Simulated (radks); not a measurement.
Polarisability of the bismuth ion Bi+, [Hg] 6p2, at imaginary frequency. All-electron calculation, scalar-relativistic Kohn-Sham, LDA (Slater exchange, VWN5 correlation), spin-unpolarised, spherical densities, finite nucleus; Fermi nuclear charge, rms radius 5.5211 fm. Program: a radial shooting solver on a logarithmic mesh with Libxc functionals. Response by self-consistent Sternheimer equations with the Hartree and adiabatic LDA kernel, the relativistic mass of each level held fixed and spin-orbit coupling left out.

| w (hartree) | alpha1(iw) (bohr^3) |
|---|---|
| 0.00266 | 27.78 |
| 0.0143 | 27.74 |
| 0.0360 | 27.51 |
| 0.0697 | 26.79 |
| 0.118 | 25.17 |
| 0.186 | 22.32 |
| 0.280 | 18.34 |
| 0.413 | 13.89 |
| 0.605 | 9.788 |
| 0.892 | 6.515 |
| 1.35 | 4.117 |
| 2.12 | 2.397 |
| 3.59 | 1.185 |
| 6.94 | 0.4416 |
| 17.5 | 0.1047 |

Static values: alpha1 = 27.78 bohr^3 (4.117 angstrom^3; uncoupled 44.08). C6 = 256.3, triple-dipole C9 = 4894 atomic units. One-pole (London) frequency 4 C6 / (3 alpha1^2) = 0.443 hartree, against 0.431 for minus the highest occupied eigenvalue.
